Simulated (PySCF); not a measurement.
# F (fluorine, neutral) across methods

[He] 2s2 2p5, 2P determinant. Calculation: PySCF 2.14, in aug-cc-pVQZ-DK; scalar relativity by spin-free X2C-1e.

```tsv
method	E (hartree)	mean ε 2s β (eV)	mean ε 2p α (eV)	mean ε 2p β (eV)	Σ⟨r²⟩ (bohr²)	⟨S²⟩
MN15	-99.8045	-32.208	-15.210	-13.654	10.53	0.751
BHandHLYP	-99.8355	-34.983	-16.723	-14.874	10.45	0.752
UHF	-99.50103	-40.291	-20.931	-18.490	10.25	0.754
LDA	-99.1980	-28.637	-12.051	-10.358	10.77	0.751
CAM-B3LYP	-99.8392	-33.412	-15.925	-14.249	10.65	0.752
r2SCAN	-99.8189	-29.648	-12.505	-10.780	10.51	0.753
PBE0	-99.7677	-31.853	-14.289	-12.558	10.54	0.752
PBE	-99.7620	-28.683	-11.858	-10.298	10.73	0.752
```

Task: Estimate the same row for HSE06.

Result: E (hartree) = -99.7777; mean ε 2s β (eV) = -31.398; mean ε 2p α (eV) = -13.866; mean ε 2p β (eV) = -12.162; Σ⟨r²⟩ (bohr²) = 10.54; ⟨S²⟩ = 0.752.
